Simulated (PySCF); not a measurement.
The same groups moved round the core (naphthalene chloro+silyl). All species are isolated molecules in the gas phase. Strings in code marks are SMILES.

The four lowest singlet excitations (Tamm–Dancoff). Method: PBE0-D4/def2-TZVP // PBE0-D4/def2-SVP run with PySCF 2.14.0. Excitations are Tamm–Dancoff values on a coarser integration grid. The basis has no diffuse functions, so Rydberg states are missing or too high.

```json
[
 {"state": "S1", "energy (eV)": "4.28", "wavelength (nm)": "289", "oscillator strength": "0.014"},
 {"state": "S2", "energy (eV)": "4.56", "wavelength (nm)": "272", "oscillator strength": "0.028"},
 {"state": "S3", "energy (eV)": "5.68", "wavelength (nm)": "218", "oscillator strength": "0.047"},
 {"state": "S4", "energy (eV)": "5.92", "wavelength (nm)": "210", "oscillator strength": "0.412"}
]
```

Task: Which member gives these states?
A. `[SiH3]c1cccc2c(Cl)cccc12`
B. `[SiH3]c1cc2ccccc2cc1Cl`
C. `[SiH3]c1ccc(Cl)c2ccccc12`
D. `[SiH3]c1cccc2cccc(Cl)c12`

Result: B, `[SiH3]c1cc2ccccc2cc1Cl`
